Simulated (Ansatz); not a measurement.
A nudged elastic band was laid between two geometries of C$_{2}$H$_{5}$O$_{2}$Sb (10 atoms, charge 0, multiplicity 1).

The calculation used RKS PBE0-D4/def2-SVP in Ansatz.

```
movable images  : 5
climbing image  : yes
spring          : 5.0 eV/Å²
optimiser       : quadratic models (default)
start path      : IDPP
force threshold : 0.03 eV/Å
iteration limit : 60
end points      : relaxed
```

Image 0:

```xyz
10
Properties=species:S:1:pos:R:3
C -0.802 -1.604 0.162
O -0.060 -0.456 0.565
C 0.450 0.287 -0.422
O 0.329 0.038 -1.586
Sb 1.644 1.938 0.434
H -1.114 -2.105 1.086
H -1.683 -1.309 -0.427
H -0.182 -2.275 -0.448
H 0.361 2.441 1.452
H 1.138 2.995 -0.813
```

Image 6:

```xyz
10
Properties=species:S:1:pos:R:3
C -0.673 -1.669 0.087
O 0.169 -0.571 0.425
C 0.245 0.410 -0.480
O -0.329 0.405 -1.529
Sb 1.685 1.941 0.203
H -1.716 -1.338 -0.027
H -0.349 -2.133 -0.856
H -0.590 -2.384 0.913
H 0.919 2.095 1.728
H 0.722 3.191 -0.461
```

(1) What changes between the two ends?

(2) Give the energies along the band, and the barrier.

(3) What is the geometry of the highest image?

The band took 7 iterations and about 5 core-minutes.

Results:

(1) No bond is made or broken. The dihedral H7–C1–O2–C3 goes from -62 to 58°. The two ends are copies of one structure, up to a mirror image or an exchange of like atoms.

(2) It converged. The highest image is number 3 of 0 to 6, 0.027 eV above the ends, which have the same energy within 2 meV. A vibrational analysis at the climbing image gives one clearly imaginary mode, 91i cm⁻¹: a first-order saddle point.

| image | path coordinate (Å) | energy (eV) | dihedral H7–C1–O2–C3 (°) |
| --- | --- | --- | --- |
| 0 | 0.00 | 0.000 | -62 |
| 1 | 0.53 | 0.007 | -44 |
| 2 | 1.07 | 0.021 | -24 |
| 3 | 1.60 | 0.027 | -2 |
| 4 | 2.13 | 0.021 | 20 |
| 5 | 2.65 | 0.008 | 40 |
| 6 | 3.18 | 0.000 | 58 |

(3) 
```xyz
10
Properties=species:S:1:pos:R:3:forces:R:3
C -0.744 -1.650 0.118 0.01 0.01 0.00
O 0.086 -0.537 0.446 0.00 0.00 0.00
C 0.312 0.383 -0.499 0.00 0.00 0.00
O -0.119 0.351 -1.615 0.00 0.00 0.00
Sb 1.718 1.899 0.279 0.00 0.00 0.00
H -1.582 -1.673 0.827 0.00 0.00 0.00
H -1.115 -1.559 -0.911 0.00 0.00 0.00
H -0.149 -2.568 0.227 0.00 0.00 0.00
H 0.783 2.161 1.691 0.00 0.00 0.00
H 0.894 3.142 -0.560 0.00 0.00 0.00
```

Time of the run: 2.5 min on 2 threads of Arm Neoverse V1, on a shared host, peak memory 0.25 GiB.
